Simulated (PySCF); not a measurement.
## UHF on Ti⁺ (titanium, charge +1)

Configuration: [Ar] 3d2 4s1, high-spin 4F determinant. Computed with PySCF 2.14 in cc-pVTZ-DK, with the spin-free X2C one-electron Hamiltonian (Gaussian nucleus).

* Total energy: -852.543294 hartree
* One-electron energy: -1162.8660 hartree
* Hartree (Coulomb) energy: 351.6269 hartree
* Exchange energy: -41.3042 hartree
* ⟨S²⟩: 3.7526
* ⟨L²⟩: 12.037
* Sum of ⟨r⟩: 17.24 bohr
* Sum of ⟨r²⟩: 29.10 bohr²
* Langevin diamagnetic susceptibility: -23.0 ×10⁻⁶ cm³/mol
* Time after the integrals: 0.64 s of wall time on 1 thread of Neoverse-N1 (shared host)

| shell | electrons | mean orbital energy (hartree) | rms radius, mean of both spins (bohr) |
| --- | --- | --- | --- |
| 1s α | 1 | -184.66297 | 0.0804 |
| 1s β | 1 | -184.65994 | 0.0804 |
| 2s α | 1 | -21.93108 | 0.350 |
| 2s β | 1 | -21.89355 | 0.350 |
| 2p α | 3 | -18.09858 | 0.320 |
| 2p β | 3 | -18.06383 | 0.320 |
| 3s α | 1 | -3.23579 | 1.08 |
| 3s β | 1 | -3.09563 | 1.08 |
| 3p α | 3 | -2.14235 | 1.18 |
| 3p β | 3 | -1.97882 | 1.18 |
| 3d α | 2 | -0.70596 | 1.63 |
| 4s α | 1 | -0.47898 | 3.49 |

Densities and radii are taken from the X2C orbitals without a picture-change correction, which distorts them close to the nucleus.
